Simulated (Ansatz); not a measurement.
Ansatz (a program for electronic structure) input (B3LYP-D3(BJ)/def2-TZVP):

Ansatz 0.2 input:
```yaml
crystal:
  periodic: [false, false, false]
  atoms:
    - {symbol: Si, position_ang: [1.04948223, 0.35017574, -0.03792209]}
    - {symbol: C, position_ang: [-0.82799766, 0.12135271, -0.07385620]}
    - {symbol: F, position_ang: [1.67982906, -0.90732173, -0.86132150]}
    - {symbol: H, position_ang: [1.71491024, 0.24669255, 1.25003597]}
    - {symbol: H, position_ang: [-1.09024027, -0.86347594, 0.31102476]}
    - {symbol: H, position_ang: [-1.32819421, 0.86494975, 0.53833079]}
    - {symbol: H, position_ang: [-1.22425847, 0.19672256, -1.08285628]}
basis:
  gaussian:
    orbitals: def2-TZVP
hamiltonian:
  xc: b3lyp
  dispersion: d3bj
magnetization: {spin_polarized: true, initial_magnetization: 1}
relax: {f_tol: 0.002, max_steps: 150}
```

Output:

```
Functional definition: B3LYP
integrals: 0.04 GiB planned
773 factors; their error is unknown
mean field: 0.50 GiB planned
mean field evaluation 1: about -11692.1931 eV, gradient 4.3e1 eV
mean field evaluation 2: about -11684.9997 eV, gradient 5.8e1 eV
mean field evaluation 4: about -11699.6885 eV, gradient 4.1e0 eV
mean field evaluation 8: about -11699.7806 eV, gradient 3.9e-2 eV
mean field evaluation 16: about -11699.7806 eV, gradient 1.0e-5 eV
mean field -11699.78062582 eV, -429.9590076029 hartree, gradient 1.0e-5 eV, S^2 0.751399; 0 other end points of the search recorded, 0 dependent functions left out
the calculation of the forces begins
reference -11699.78085419 eV, -429.9590159950 hartree; 17, 16 occupied and 106, 107 virtual orbitals, 773 factors
relax step   1: F+E_penalty+E_count = -11699.97293426 eV  Δ(F+E_penalty+E_count) = +0.000e0 eV  max|allowed force component| = 1.007e0 eV/Å  Δτ_max = 0.0000 Å  (28 SCF iters, accepted)
these checks for a lower state are left out or cut short: starts, cluster_reference, orbital_swaps, neighbouring_geometries, increment
integrals: 0.04 GiB planned
773 factors; their error is unknown
mean field: 0.49 GiB planned
mean field -11699.82053864 eV, -429.9604743719 hartree, gradient 2.5e-5 eV, S^2 0.751404; 0 other end points of the search recorded, 0 dependent functions left out
the calculation of the forces begins
reference -11699.82076650 eV, -429.9604827456 hartree; 17, 16 occupied and 106, 107 virtual orbitals, 773 factors
relax step   2: F+E_penalty+E_count = -11700.01354706 eV  Δ(F+E_penalty+E_count) = -4.061e-2 eV  max|allowed force component| = 3.239e-1 eV/Å  Δτ_max = 0.0783 Å  (31 SCF iters, accepted)
these checks for a lower state are left out or cut short: starts, cluster_reference, orbital_swaps, neighbouring_geometries, increment
integrals: 0.04 GiB planned
773 factors; their error is unknown
mean field: 0.49 GiB planned
mean field -11699.82562039 eV, -429.9606611227 hartree, gradient 2.4e-5 eV, S^2 0.751395; 0 other end points of the search recorded, 0 dependent functions left out
the calculation of the forces begins
reference -11699.82584882 eV, -429.9606695173 hartree; 17, 16 occupied and 106, 107 virtual orbitals, 773 factors
relax step   3: F+E_penalty+E_count = -11700.01869197 eV  Δ(F+E_penalty+E_count) = -5.145e-3 eV  max|allowed force component| = 1.024e-1 eV/Å  Δτ_max = 0.0277 Å  (31 SCF iters, accepted)
these checks for a lower state are left out or cut short: starts, cluster_reference, orbital_swaps, neighbouring_geometries, increment
integrals: 0.04 GiB planned
773 factors; their error is unknown
mean field: 0.49 GiB planned
mean field evaluation 32: about -11699.7979 eV, gradient 1.0e-3 eV
mean field -11699.82640157 eV, -429.9606898305 hartree, gradient 2.4e-5 eV, S^2 0.751399; 0 other end points of the search recorded, 0 dependent functions left out
the calculation of the forces begins
reference -11699.82662977 eV, -429.9606982168 hartree; 17, 16 occupied and 106, 107 virtual orbitals, 773 factors
relax step   4: F+E_penalty+E_count = -11700.01966748 eV  Δ(F+E_penalty+E_count) = -9.755e-4 eV  max|allowed force component| = 3.433e-2 eV/Å  Δτ_max = 0.0137 Å  (32 SCF iters, accepted)
these checks for a lower state are left out or cut short: starts, cluster_reference, orbital_swaps, neighbouring_geometries, increment
integrals: 0.04 GiB planned
773 factors; their error is unknown
mean field: 0.49 GiB planned
mean field -11699.82659803 eV, -429.9606970503 hartree, gradient 1.4e-5 eV, S^2 0.751396; 0 other end points of the search recorded, 0 dependent functions left out
the calculation of the forces begins
reference -11699.82682633 eV, -429.9607054401 hartree; 17, 16 occupied and 106, 107 virtual orbitals, 773 factors
relax step   5: F+E_penalty+E_count = -11700.01980796 eV  Δ(F+E_penalty+E_count) = -1.405e-4 eV  max|allowed force component| = 1.158e-2 eV/Å  Δτ_max = 0.0038 Å  (25 SCF iters, accepted)
these checks for a lower state are left out or cut short: starts, cluster_reference, orbital_swaps, neighbouring_geometries, increment
integrals: 0.04 GiB planned
773 factors; their error is unknown
mean field: 0.50 GiB planned
mean field -11699.82664698 eV, -429.9606988491 hartree, gradient 9.8e-6 eV, S^2 0.751395; 0 other end points of the search recorded, 0 dependent functions left out
the calculation of the forces begins
reference -11699.82687532 eV, -429.9607072406 hartree; 17, 16 occupied and 106, 107 virtual orbitals, 773 factors
relax step   6: F+E_penalty+E_count = -11700.01983323 eV  Δ(F+E_penalty+E_count) = -2.528e-5 eV  max|allowed force component| = 4.652e-3 eV/Å  Δτ_max = 0.0026 Å  (25 SCF iters, accepted)
these checks for a lower state are left out or cut short: starts, cluster_reference, orbital_swaps, neighbouring_geometries, increment
integrals: 0.04 GiB planned
773 factors; their error is unknown
mean field: 0.49 GiB planned
mean field -11699.82665862 eV, -429.9606992768 hartree, gradient 1.9e-5 eV, S^2 0.751396; 0 other end points of the search recorded, 0 dependent functions left out
the calculation of the forces begins
reference -11699.82688697 eV, -429.9607076686 hartree; 17, 16 occupied and 106, 107 virtual orbitals, 773 factors
relax step   7: F+E_penalty+E_count = -11700.01984379 eV  Δ(F+E_penalty+E_count) = -1.056e-5 eV  max|allowed force component| = 2.726e-3 eV/Å  Δτ_max = 0.0026 Å  (24 SCF iters, accepted)
these checks for a lower state are left out or cut short: starts, cluster_reference, orbital_swaps, neighbouring_geometries, increment
integrals: 0.04 GiB planned
773 factors; their error is unknown
mean field: 0.49 GiB planned
mean field -11699.82666523 eV, -429.9606995197 hartree, gradient 1.5e-5 eV, S^2 0.751395; 0 other end points of the search recorded, 0 dependent functions left out
the calculation of the forces begins
reference -11699.82689360 eV, -429.9607079121 hartree; 17, 16 occupied and 106, 107 virtual orbitals, 773 factors
relax step   8: F+E_penalty+E_count = -11700.01984817 eV  Δ(F+E_penalty+E_count) = -4.384e-6 eV  max|allowed force component| = 5.240e-3 eV/Å  Δτ_max = 0.0035 Å  (25 SCF iters, accepted)
these checks for a lower state are left out or cut short: starts, cluster_reference, orbital_swaps, neighbouring_geometries, increment
integrals: 0.04 GiB planned
773 factors; their error is unknown
mean field: 0.49 GiB planned
mean field evaluation 64: about -11699.8267 eV, gradient 1.6e-5 eV
mean field -11699.82667004 eV, -429.9606996965 hartree, gradient 1.5e-5 eV, S^2 0.751396; 0 other end points of the search recorded, 0 dependent functions left out
the calculation of the forces begins
reference -11699.82689841 eV, -429.9607080891 hartree; 17, 16 occupied and 106, 107 virtual orbitals, 773 factors
relax step   9: F+E_penalty+E_count = -11700.01985159 eV  Δ(F+E_penalty+E_count) = -3.419e-6 eV  max|allowed force component| = 4.010e-4 eV/Å  Δτ_max = 0.0012 Å  (24 SCF iters, accepted)
integrals: 0.04 GiB planned
773 factors; their error is unknown
mean field: 0.49 GiB planned
mean field -11699.82667004 eV, -429.9606996965 hartree, gradient 1.5e-5 eV, S^2 0.751396; 1 other end points of the search recorded, 0 dependent functions left out
the calculation of the forces begins
reference -11699.82689841 eV, -429.9607080891 hartree; 17, 16 occupied and 106, 107 virtual orbitals, 773 factors
Total energy: -11700.02007997 eV, -429.9678073803 hartree
Atom 0 at     1.047625     0.327665    -0.081436 Å, force     0.000375     0.000401     0.000071 eV/Å
Atom 1 at    -0.811811     0.115117    -0.072067 Å, force    -0.000268    -0.000134     0.000173 eV/Å
Atom 2 at     1.698419    -0.896172    -0.913002 Å, force     0.000242    -0.000328    -0.000199 eV/Å
Atom 3 at     1.612724     0.252386     1.296995 Å, force    -0.000176    -0.000056    -0.000050 eV/Å
Atom 4 at    -1.072104    -0.862948     0.343077 Å, force    -0.000014    -0.000039    -0.000022 eV/Å
Atom 5 at    -1.272603     0.887643     0.547130 Å, force    -0.000125     0.000149     0.000047 eV/Å
Atom 6 at    -1.228719     0.185404    -1.077262 Å, force    -0.000034     0.000007    -0.000020 eV/Å
Dipole moment:    -0.295117     0.168818     0.132437 e Å
```

It need not be the lowest isomer of its formula.
